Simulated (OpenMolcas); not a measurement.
Sr I: effect of correlating more closed shells

| Property | Result |
| --- | --- |
| Program | OpenMolcas 26.06 |
| Basis | ANO-RCC-VTZP [7s6p3d1f] |
| Scalar Hamiltonian | DKH2, point nucleus |
| Active space | 2 electrons in 4 orbitals (5s 5p) |
| State averaging | 2S+1 = 3 even, 3 roots; 2S+1 = 1 even, 6 roots; 2S+1 = 3 odd, 3 roots; 2S+1 = 1 odd, 3 roots |
| Spin-orbit coupling | RASSI with atomic mean-field integrals over the reference wave functions, term energies averaged over their components |

Methods on the same reference wave functions:
A. CASSCF
B. SS-CASPT2, IPEA 0.25 Eh, imaginary shift 0.1 Eh (closed shells correlated: none)
C. SS-CASPT2, IPEA 0.25 Eh, imaginary shift 0.1 Eh (closed shells correlated: 4s 4p)
D. SS-CASPT2, IPEA 0.25 Eh, imaginary shift 0.1 Eh (closed shells correlated: 3d 4s 4p)

Energies in eV above 5s² ¹S₀, the measured ground level; measured values from NIST Handbook of Basic Atomic Spectroscopic Data.

```csv
Level,A,B,C,D,Measured
5s² ¹S₀,0.0000,0.0000,0.0000,0.0000,0.0000
5s 5p ³P°₀,1.5304,1.580,1.719,1.722,1.7751
5s 5p ³P°₁,1.5478,1.598,1.736,1.739,1.7983
5s 5p ³P°₂,1.5833,1.633,1.772,1.775,1.8472
5s 5p ¹P°₁,3.2899,3.137,3.110,3.111,2.6903
5p² ³P₀,4.3755,4.425,4.673,4.679,4.3634
5p² ³P₁,4.3917,4.441,4.690,4.695,4.3891
5p² ³P₂,4.4233,4.471,4.720,4.725,4.4231
5p² ¹D₂,4.9837,4.683,4.925,4.931,
```

Deviations, from unrounded energies. A percentage is the sum of absolute deviations over the sum of measured energies, with the sign that they share, or ± where signs differ.

| Against measurement | Levels | A | B | C | D |
| --- | --- | --- | --- | --- | --- |
| mean absolute deviation (cm-1) | 7 | 1600 | 1400 | 1800 | 1800 |
| other configurations (%) | 7 | ±6.5 | ±5.7 | ±7.1 | ±7.2 |

B lies closest to measurement on these levels and D furthest from it. The largest miss of B in the table is 5s 5p ¹P°₁, by +3600 cm-1. The ranking rests on the paired levels alone, and a cruder setting can come out closer through cancelling errors.

Among B to D the level of the table that moves most is 5p² ³P₁, by 2000 cm-1 (lowest in B, highest in D).

The lowest spin-free term lies below A's lowest term by 0.004 hartree in B, 0.196 hartree in C, 0.232 hartree in D.

What an inner shell adds also hangs on whether the basis holds functions to correlate it.

The ¹D term of p² mixes with s d, which this space lacks. Without dynamic correlation excited terms often stand tens of per cent too high (terms of higher spin than the ground term too low), and those without a measured partner can miss by more than the paired ones (holds for A). Measured partners are found by configuration, term and J. A level has none where our copy of the source lacks it or the pairing is in doubt (some pairs that miss far off the trend of their configuration count as doubtful), and it then counts in no deviation. Levels of configurations outside the active space are missing.

° marks odd parity.
